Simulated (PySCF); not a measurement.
PySCF input file for Bi(Cl)3 cation (BiCl3), SMILES [Cl][Bi]([Cl])[Cl] (connectivity only; charge and spin as stated), charge +1, multiplicity 2, PBE-D3(BJ)/def2-SVP. Geometry: PBE-D3(BJ)/def2-SVP. The multiplicity is an assumed one; other spin states were not compared. The isomer is the one that the SMILES or the coordinates give; other isomers of the formula were not compared. The def2 effective core potentials stand for the cores of Bi; spin–orbit coupling is left out.

```python
import numpy as np
from pyscf import gto, scf, dft, df
from pyscf.hessian import thermo

mol = gto.M(
    atom='''
    Bi   -0.29491894    0.49685460    0.00000003
    Cl   -1.85060855   -1.34630830   -0.00000009
    Cl    1.64525346   -0.53975551   -1.37256691
    Cl    1.64525346   -0.53975569    1.37256684
    ''',
    basis='def2-SVP',
    ecp={'Bi': 'def2-svp'},
    charge=1,
    spin=1,
    max_memory=1600,
    verbose=3,
)
mf = dft.UKS(mol, xc='pbe').density_fit(auxbasis='def2-universal-jkfit')
mf.disp = 'd3bj'
mf.grids.level = 3
mf.conv_tol = 1e-11
mf.max_cycle = 100
mf.kernel()
fine, coarse = mf.grids, dft.Grids(mol).set(level=1).build(with_non0tab=True)
for _ in range(3):  # follow internal instabilities
    mf.grids = coarse
    mo, _, stable, _ = mf.stability(return_status=True, nroots=4)
    mf.grids = fine
    if stable:
        break
    mf.kernel(mf.make_rdm1(mo, mf.mo_occ))

# [left out here: the lines that compute and print the analytic Hessian (its translational invariance restored by hand, since the grid's response is missing), thermochemistry and intensities]
```

Program output:

```

WARN: HOMO -0.621270407446375 >= LUMO -0.621270407446378

converged SCF energy = -1594.02987786161  <S^2> = 0.75244038  2S+1 = 2.0024389
<class 'pyscf.df.df_jk.DFUKS'> wavefunction is stable in the internal stability analysis

WARN: DFTD3 does not support analytical Hessian, using finite difference


WARN: Mole.unit (angstrom) is changed to Bohr

Mode                                 0                   1                   2
Irrep
Freq [cm^-1]                       80.4418             95.0219            172.4417
Reduced mass [au]                  37.5029             40.3997             39.7029
Force const [Dyne/A]                0.1430              0.2149              0.6956
Char temp [K]                     115.7378            136.7154            248.1052
Normal mode                   x     y     z       x     y     z       x     y     z
       0  Bi                 0.00  0.00  0.02   -0.00  0.03  0.00    0.02 -0.01 -0.00
       1  Cl                 0.00 -0.00 -0.10    0.11 -0.06  0.00   -0.00  0.00  0.00
       2  Cl                -0.06 -0.07 -0.00   -0.05 -0.05 -0.00   -0.06  0.04 -0.09
       3  Cl                 0.06  0.07 -0.00   -0.05 -0.05  0.00   -0.06  0.04  0.09
Mode                                 3                   4                   5
Irrep
Freq [cm^-1]                      230.3284            310.4127            370.3909
Reduced mass [au]                  38.3762             39.9431             40.3068
Force const [Dyne/A]                1.1995              2.2676              3.2580
Char temp [K]                     331.3913            446.6148            532.9101
Normal mode                   x     y     z       x     y     z       x     y     z
       0  Bi                 0.00 -0.00  0.02    0.02 -0.01 -0.00    0.02  0.02  0.00
       1  Cl                -0.00  0.00 -0.00   -0.00 -0.00  0.00   -0.10 -0.12 -0.00
       2  Cl                 0.08 -0.05 -0.06   -0.06  0.04  0.08    0.00 -0.00 -0.00
       3  Cl                -0.08  0.05 -0.06   -0.06  0.04 -0.08    0.00 -0.00  0.00
temperature 298.1500 [K]
pressure 101325.00 [Pa]
Rotational constants [GHz] 1.87907 1.08724 1.08303
Symmetry number 1
Zero-point energy (ZPE) 0.00287 [Eh]   7530.716 [J/mol]
                           tot       elec      trans        rot        vib
Entropy [J/mol/K]       368.361      5.763    180.503    122.861     59.234
Cv [J/mol/K]             70.018      0.000     12.472     12.472     45.075
Cp [J/mol/K]             78.333      0.000     20.786     12.472     45.075
Internal energy [J/mol]                      3718.434   3718.434  16413.992
Internal energy [Eh]   -1594.02079  -1594.02988
Enthalpy [J/mol]                             6197.391   3718.434  16413.992
Enthalpy [Eh]          -1594.01985
Gibbs free energy [J/mol]                  -47619.638 -32912.452  -1246.773
Gibbs free energy [Eh] -1594.06168
mode   freq/cm-1   IR/(km/mol)
   1       80.44         0.444
   2       95.02         0.908
   3      172.44         4.729
   4      230.33         0.053
   5      310.41        15.886
   6      370.39        24.039
max |gradient| / (hartree/bohr): 0.00013401286453000458
APT charges: [ 1.4503 -0.2793 -0.0855 -0.0855]
```

The run converged.
